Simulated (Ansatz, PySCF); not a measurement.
This PySCF input computes a r2SCAN/def2-TZVPD energy:

```python
from pyscf import gto, scf, dft

mol = gto.M(
    atom='''
    O    -0.00000000   -0.00000000   -1.33415556
    Se    0.00000000    0.00000000    0.31391896
    ''',
    basis='def2-tzvpd',
    charge=0,
    spin=2,
    symmetry='C2v',
    verbose=4,
)

mf = dft.UKS(mol, xc='r2scan').density_fit(auxbasis='def2-universal-jkfit')
mf.grids.level = 4
mf.conv_tol = 1e-9
mf.max_cycle = 100
mf.max_memory = 1500
mf.kernel()
if not mf.converged:
    mf = mf.newton()
    mf.kernel(mf.make_rdm1())
mf.analyze()
```

**Question.** Write an input for the same energy in Ansatz (an electronic-structure program) and say what it gives.

**Answer.** 
Ansatz 0.2 input:
```yaml
crystal:
  periodic: [false, false, false]
  atoms:
    - {symbol: O, position_ang: [-0.00000000, -0.00000000, -1.33415556]}
    - {symbol: Se, position_ang: [0.00000000, 0.00000000, 0.31391896]}
basis:
  gaussian:
    orbitals: def2-TZVPD
hamiltonian:
  xc: {name: r2SCAN}
magnetization: {spin_polarized: true, initial_magnetization: 2}
output: {forces: true}
```
It gives -2476.71397 Eh, and PySCF -2476.71400 Eh, a difference of 0.03 mEh, from the treatment of integrals and grids.
